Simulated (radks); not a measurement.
These are the eigenvalues of the occupied orbitals of an atom or ion with whole-number occupations (hartree). Calculated with a radial shooting solver on a logarithmic mesh with Libxc functionals: scalar-relativistic Kohn-Sham, BLYP, spin-polarised, spherical densities, finite nucleus; Fermi nuclear charge, rms radius of each element as measured or else 0.836 A^(1/3) + 0.57 fm.

| orbital | eigenvalue |
|---|---|
| 1s up | -2137.911 |
| 1s down | -2137.910 |
| 2s up | -384.0640 |
| 2s down | -383.9717 |
| 2p up | -343.1679 |
| 2p down | -343.0939 |
| 3s up | -109.0055 |
| 3s down | -108.9608 |
| 3p up | -96.56088 |
| 3p down | -96.51103 |
| 3d up | -81.07290 |
| 3d down | -80.99674 |
| 4s up | -42.78229 |
| 4s down | -42.55239 |
| 4p up | -38.36786 |
| 4p down | -38.14089 |
| 4d up | -32.55770 |
| 4d down | -32.33324 |

Which element is it, and in what charge state? The configuration may be excited. Open shells, if any, are filled with parallel spins first.

Answer. Z = 68, erbium, charge +25: Er25+ in [Kr] 4d7. The list shows which subshells hold electrons but not how many an open one holds; the 1s level, -2137.9 hartree, gives Z - s = 65.4 by -(Z - s)^2/2, which with screening and relativity narrows Z to a few neighbours, and the depths of the outer levels then fix element, charge and occupations together.
